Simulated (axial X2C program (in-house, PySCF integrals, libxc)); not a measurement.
## What spin–orbit coupling does to NiC

Calculated with an in-house relativistic program for diatomic molecules. Spin-free means the one-electron spin-free X2C Hamiltonian; two-component (2c) means X2C with spin–orbit coupling and atomic mean-field two-electron Coulomb and Gaunt terms, so the difference of the two also holds small scalar two-electron terms. Basis: Ni dyall-cv3z [9s9p6d3f2g], C dyall-v3z [7s6p2d1f] (cores contracted in-house); Gaussian nuclei, density fitting, unrestricted open shells. Masses: Ni 57.935 u, C 12.000 u.

Spin-free state: M_S = 0, Λ = 0 (closed shell); fragments Ni + C.

| level | Re (Å) | ωe (cm⁻¹) | De (eV) | μ (D) |
| --- | --- | --- | --- | --- |
| PBE0 | 1.583 | 986.0 | 3.136 | -2.23 |
| BP86 | 1.604 | 951.6 | 4.981 | -1.67 |

Dipoles are positive if C is the positive end.

Two-component determinant lowest at the distance of the search:

Ω = 0 (closed shell); fragments Ni + C.

| level | Re (Å) | ωe (cm⁻¹) | μ (D) |
| --- | --- | --- | --- |
| PBE0 | 1.583 | 984.3 | -2.24 |
| BP86 | 1.605 | 950.3 | -1.67 |

Q: From the two tables, how do the constants change at the PBE0 level (2c against spin-free)?

A: At the PBE0 level Re is unchanged within 0.001 Å and ωe decreases by 1.7 cm⁻¹.

The state is one determinant whose occupation by symmetry is held fixed; it was picked as the lowest of a PBE0 search that is not exhaustive. Closed shells are restricted here (equal orbitals for both partners); the stretched side of such a curve lies too high. De is counted from the lowest determinant-based energies of the atoms at the same level, without counterpoise correction. De is not given where an atomic determinant may have missed its ground term or J level, or where the truncated virtual space spoils (T). PBE0 can misorder states that lie within some tenths of an eV, so this need not be the ground state of the molecule. The nearest other spin-free determinant of the search, M_S = 1, Λ = 1, lies 0.22 eV up at the distance of the search. The functionals have no current-density term, which raises determinants with orbital currents, atoms included.
